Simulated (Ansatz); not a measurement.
The cluster Cr₃P₃. Total charge 0; quartet. Geometry PBE0-D4/def2-SVP; atoms count from 1.

```tsv
atom	x (Å)	y (Å)	z (Å)
Cr1	0.453	1.042	0.990
Cr2	-0.536	-1.672	0.748
Cr3	-0.942	0.129	-1.260
P4	1.358	1.080	-1.199
P5	1.420	-0.875	-0.370
P6	-1.754	0.296	1.092
```

The charge 0 quartet is spin-contaminated (final ⟨S²⟩ up to 8.98, 3.75 for a pure state). The structure comes from a short search, and lower isomers may exist.

Q: Estimate the Mulliken populations from the PBE0/def2-TZVP orbitals of Ansatz.

A: 
| atom | charge (e) | spin (α − β) | d electrons |
| --- | --- | --- | --- |
| Cr1 | 0.45 | 4.22 | 4.73 |
| Cr2 | 0.33 | 4.61 | 4.78 |
| Cr3 | 0.40 | -4.61 | 4.75 |
| P4 | -0.33 | -0.15 | – |
| P5 | -0.22 | -0.50 | – |
| P6 | -0.63 | -0.56 | – |
Mulliken values depend strongly on the basis.

Q: Where does the spin sit?

A: Summed by element: Cr 4.21, P -1.21, of 3 unpaired in all. Largest on single atoms: Cr3 -4.61, Cr2 4.61, Cr1 4.22.

Q: And the Mayer bond orders between heavy atoms (over 0.3)?

A: Cr1–P4 0.82 (2.37 Å); Cr1–P5 0.57 (2.54 Å); Cr1–P6 1.05 (2.33 Å); Cr2–P5 0.78 (2.39 Å); Cr2–P6 1.01 (2.34 Å); Cr3–P4 0.64 (2.49 Å); Cr3–P5 0.39 (2.72 Å); Cr3–P6 0.73 (2.49 Å); P4–P5 1.27 (2.12 Å).
